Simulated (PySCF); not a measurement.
**Two-component Hartree-Fock for Ar³⁺ (argon, charge +3)**

Start: [Ne] 3s2 3p3; 3p3/2 filled at m_j = -1/2, +1/2, +3/2. Calculated with PySCF 2.14 in x2c-TZVPall-2c with one added diffuse shell each of s, p type (6s7p2d1f, 44 functions): generalised Hartree-Fock with the X2C-1e Hamiltonian and a Gaussian nucleus; one run each with spin-orbit coupling (SO) switched off, then screened by Boettger's factors. This is a chosen level, not necessarily the ground level.

```tsv
spinor shell	electrons	ε, spin-free (eV)	ε, screened SO (eV)	weight of nominal j (screened SO)	rms radius, screened SO (bohr)
1s1/2	2	-3290.0	-3289.9	1.000	0.0991
2s1/2	2	-385.54	-385.54	1.000	0.445
2p1/2	2	-308.30	-310.42	0.836	0.414
2p3/2	4	-308.30	-307.24	0.918	0.417
3s1/2	2	-73.959	-73.958	1.000	1.39
3p3/2	3	-59.223	-59.222	0.654	1.50
```

| quantity | spin-free | screened SO |
| --- | --- | --- |
| E (hartree) | -525.66416 | -525.66583 |
| M_J | 3/2 | 3/2 |
| ⟨J²⟩ | 3.751 | 3.751 |
| ⟨L²⟩ | 0.000 | 0.002 |
| ⟨S²⟩ | 3.751 | 3.748 |

Each row is a mean over spinors that exchange with the open shell spreads, by up to 12.419 eV (3s1/2).

Rows whose weight is well below 1 are mixtures of j = l ± 1/2: exchange outweighs spin-orbit coupling there, and the label is only the starting occupation.

Without spin-orbit coupling the j labels of p, d and f shells carry no meaning; the spin-free column gives the mean over the occupied spinors of each nl shell.
